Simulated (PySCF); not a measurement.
## Gas-phase XPS of `C=Cc1ncccp1`, computed

Compound: C₆H₆NP.
Z-matrix (Å and degrees, PBE0-D3(BJ)/def2-SVP geometry), rows numbered from 1:
```
C 
C   1  1.3387
C   2  1.4712  1  123.95
N   3  1.3341  2  117.19  1     0.58
C   4  1.3219  3  122.33  2  -179.93
C   5  1.4001  4  126.01  3     0.01
C   6  1.3865  5  121.72  4    -0.03
P   7  1.7377  6  124.27  5    -0.00
H   1  1.0930  2  119.99  3    -0.12
H   1  1.0922  2  121.25  3   179.93
H   2  1.0958  1  120.11  3  -179.88
H   5  1.0971  4  115.48  3  -179.97
H   6  1.0939  5  118.27  4  -179.99
H   7  1.0956  6  118.48  5  -179.94
```

Computed, not measured: delta-SCF UKS SCAN, pcX-2 on the ionised atom, pcseg-1 elsewhere, spin-free X2C in PySCF. Binding energies are ΔSCF values: E(core-ionised, relaxed orbitals) − E(ground state) at a fixed geometry, referred to the vacuum level.

Task: List the computed XPS lines with their assignment.

Result: 
```csv
atom(s),environment,level,binding energy (eV),2p1/2 (eV),above the level's lowest (eV),count
P8,phosphorus bonded to 2 C,P 2p3/2,135.87,136.76,0.00,1
C1,terminal =CH2 carbon,C 1s,289.77,–,0.00,1
C2,alkene CH carbon,C 1s,290.45,–,+0.68,1
C6,aromatic CH carbon,C 1s,290.53,–,+0.76,1
C7,aromatic CH carbon,C 1s,290.58,–,+0.81,1
C3,substituted aromatic carbon,C 1s,291.26,–,+1.49,1
C5,aromatic CH next to a ring nitrogen,C 1s,291.29,–,+1.52,1
N4,pyridine-type nitrogen,N 1s,404.47,–,0.00,1
P8,phosphorus bonded to 2 C,P 1s,2149.35,–,0.00,1
```

Lowest listed C 1s: C1, bonded to C (double bond) and 2 H. Highest, 1.52 eV above it: C5, bonded to N (aromatic in the SMILES), C (aromatic in the SMILES) and H. Summing the Pauling electronegativity differences to the bonded atoms, each weighted by its formal bond order, gives -0.70 for the lowest site and +0.39 for the highest; no listed site has a larger sum than the highest. The smallest sum, -0.89, belongs to C7, 0.81 eV above the lowest. The values 290.53 and 290.58 eV; the values 291.26 and 291.29 eV lie too close for their order to be trusted.

Task: Which photon wavelength matches the C 1s of C2 threshold?

Result: λ = hc/E = 12398.42 eV Å / 290.45 eV = 42.687 Å.

Spin contamination (⟨S²⟩ against 0.75 for a pure doublet) is marked for C 1s of C2 (0.92), C 1s of C3 (0.94), C 1s of C5 (0.87) and C 1s of C7 (0.86), which makes these values less certain. For 2p shells one spin-free hole was relaxed; a mean-field spin–orbit operator and the ground-state splitting of the three 2p orbitals were then diagonalised within the shell. The shell's mean is (2 × 2p3/2 + 2p1/2)/3, and the degeneracies 2j + 1 give areas of 2:1. 2p1/2 minus 2p3/2 (ligand field included): P 0.89 eV. The structure is a single PBE0-D3(BJ)/def2-SVP conformer in the gas phase; no vibrational or solvent corrections.
